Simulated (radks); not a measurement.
Results of a calculation; reference values are marked as such.
Question: Yb XXVI, 45 electrons, occupied as [Kr] 4d9. Code: a radial shooting solver on a logarithmic mesh with Libxc functionals. Model: non-relativistic Kohn-Sham, LDA (Slater exchange, Perdew-Wang correlation), spin-unpolarised, spherical densities, point nucleus; relativity is left out, which matters for an element this heavy. Some entries of the table are withheld. Estimate them.

orbital  occ.  eigenvalue (hartree)  r(max) (bohr)  <r> (bohr)
1s          2             -2113.853            (1)     0.02166
2s          2             -368.0761        0.07847     0.09181
2p          6             -353.2028        0.06095     0.07772
3s          2             -105.6391            (2)         (3)
3p          6             -98.88586         0.2042      0.2234
3d         10                   (4)         0.1617         (5)
4s          2             -41.49807         0.4726      0.4906
4p          6             -38.65733            (6)      0.4920
4d          9             -33.53386         0.4609      0.4905

Answer: 
(1) 1s r(max) (bohr): 0.01437
(2) 3s r(max) (bohr): 0.2164
(3) 3s <r> (bohr): 0.2336
(4) 3d eigenvalue (hartree): -86.27656
(5) 3d <r> (bohr): 0.1967
(6) 4p r(max) (bohr): 0.4713
